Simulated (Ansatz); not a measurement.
Ansatz results at the PBE0-D4/def2-TZVP geometry: zero-point energy (PBE0-D4/def2-TZVP) 32.9 kJ/mol; LUMO energy (PBE/def2-TZVPP) -2.75 eV; HOMO energy (PBE/def2-TZVPP) -6.61 eV.

Question: Which molecule gave them?
A. `C[O][In]([NH2])[NH2]`
B. `C[O][InH][Br]`
C. `[Br][InH2]`
D. `C[CH2][In]([Cl])[Cl]`

Answer: C. The others give `C[O][InH][Br]`: 126.4, -2.31, -6.31; `C[O][In]([NH2])[NH2]`: 239.0, -1.92, -5.59; `C[CH2][In]([Cl])[Cl]`: 175.5, -2.46, -6.97.
